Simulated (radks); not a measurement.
Results of a calculation; reference values are marked as such.
Question: The table gives one normalised radial function P(r) = r R(r) of Nd in [Xe] 4f4 6s1 6p1 (r in bohr). Level of theory: scalar-relativistic Kohn-Sham, B86b exchange with PBE correlation, spin-unpolarised, spherical densities, point nucleus (a radial shooting solver on a logarithmic mesh with Libxc functionals).

r	P
0.001349	0.0013
0.001858	0.0022
0.002538	0.0037
0.003496	0.0065
0.004814	0.0112
0.00663	0.0191
0.00913	0.0321
0.01257	0.0527
0.01718	0.0823
0.02365	0.1229
0.03257	0.1685
0.04486	0.2020
0.06178	0.1908
0.08508	0.0970
0.1172	-0.0832
0.1601	-0.2595
0.2204	-0.2694
0.3035	0.0009
0.418	0.3649
0.5757	0.4028
0.7928	-0.0542
1.083	-0.6294
1.492	-0.8823
2.054	-0.6913
2.829	-0.3397
3.895	-0.1037
5.364	-0.0180
7.329	-0.0016
10.09	0.0000
13.9	0.0000
19.14	0.0000

Which n and l does it have? It may be an empty orbital.

Answer: n = 5, l = 1: the number of nodes gives n - l - 1 = 3, the rise at small r (about r^(l+1), flatter next to the nucleus through relativity) gives l, and the extent must fit the shell. The curve is that of 5p. 5p: eigenvalue -23.314 eV, 3 radial nodes at r = 0.102, 0.303, 0.770 bohr, <r> = 1.73 bohr, 90 % of the charge inside 2.53 bohr.
